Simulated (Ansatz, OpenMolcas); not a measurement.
Worked example: the enthalpy of formation of AlCl3 (aluminium trichloride (monomer))

AlCl3: 4 atoms, total charge 0, spin state singlet. SMILES: `Cl[Al](Cl)Cl`. The coordinates come from a PBE0-D4/def2-TZVP relaxation.

Total energies at r2SCAN/6-311+G** (OpenMolcas 26.06); the atoms run unrestricted:

| species | state | energy (Eh) |
| --- | --- | --- |
| AlCl3 | singlet | -1623.160091 |
| Cl | doublet | -460.114262 |
| Al | doublet | -242.328466 |

Harmonic wavenumbers at PBE0-D4/def2-TZVP, in cm⁻¹: 144, 144, 202, 386, 626, 626.

Measured heats of formation of the gaseous atoms at 298.15 K, in kJ/mol: Cl 121.3, Al 329.7. Spin-orbit lowering of the atoms at 298 K (mean of the ground term's levels less their thermal mean, from spectra), in kJ/mol: Cl 3.44, Al 0.17. Take 1 Eh = 2625.50 kJ/mol, 1 cm⁻¹ = 0.0119627 kJ/mol, RT = 2.479 kJ/mol.

Task: What heat of formation follows?

Result: 
1. Electronic atomisation energy: 3 × (-460.114262) + (-242.328466) − (-1623.160091) = 0.488839 Eh = 1283.4 kJ/mol.
2. Zero-point energy: half the sum of the wavenumbers, 1064 cm⁻¹ = 12.7 kJ/mol.
3. Thermal vibrational enthalpy, Σ hcν̃/(exp(hcν̃/kT) − 1): 6.5 kJ/mol. Translation, rotation and pV of a non-linear molecule: 4 RT = 9.9 kJ/mol.
4. The 4 free atoms carry 5/2 RT each: 24.8 kJ/mol.
5. Spin-orbit coupling lowers the free atoms by 3 × 3.44 + 0.17 = 10.5 kJ/mol.
6. Atomisation enthalpy at 298 K: 1283.4 − 10.5 − 12.7 − 6.5 − 9.9 + 24.8 = 1268.6 kJ/mol.
7. Sum of the atoms' heats of formation: 693.6 kJ/mol. Heat of formation: 693.6 − 1268.6 = -575.0 kJ/mol.

No measured value is set beside it here. Anharmonicity and any spin-orbit splitting of the molecule are left out.
